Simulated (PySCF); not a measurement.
PySCF was given this input:
```python
from pyscf import gto, scf, dft
from pyscf.prop import polarizability

mol = gto.M(
    atom='''
C     2.278589    1.094236   -0.007660
O     1.068054    0.949414    0.682995
Si   -0.217214    0.041430    0.328994
O    -1.172503    0.005894    1.621610
S    -1.353031    0.884665   -1.307084
S     0.417764   -1.964761   -0.081191
H     2.702485    0.117909   -0.249347
H     2.962119    1.638290    0.642862
H     2.126356    1.659416   -0.930121
H    -1.422378    0.809620    2.070959
H    -0.408262    0.767043   -2.228672
H    -0.790994   -2.498641   -0.090072
''',
    basis='6-31g',
    charge=0,
    spin=0,
    verbose=4,
)

mf = dft.RKS(mol)
mf.xc = 'pbe'
mf.kernel()
alpha = mf.Polarizability().polarizability()[2, 2]
print('alpha_zz =', alpha)
```

**Question.** Give the nuclear repulsion energy at the level PBE/6-31G, polarisability run with PySCF.

**Answer.** 474.6536 Eh

**Question.** What dipole moment does PBE/6-31G, polarisability give?

**Answer.** 1.94 D

**Question.** Predict the HOMO energy from PBE/6-31G, polarisability.

**Answer.** -6.18 eV

**Question.** What is the computed polarisability along z (PBE/6-31G, polarisability)?

**Answer.** 62.1 bohr³

**Question.** What is the computed Mulliken (on the basis functions themselves) charges in atom order (PBE/6-31G, polarisability)?

**Answer.** C1 -0.21, O2 -0.63, Si3 0.84, O4 -0.69, S5 -0.21, S6 -0.23, H7 0.18, H8 0.19, H9 0.16, H10 0.42, H11 0.08, H12 0.11

**Question.** Predict the number of basis functions from PBE/6-31G, polarisability.

**Answer.** 78
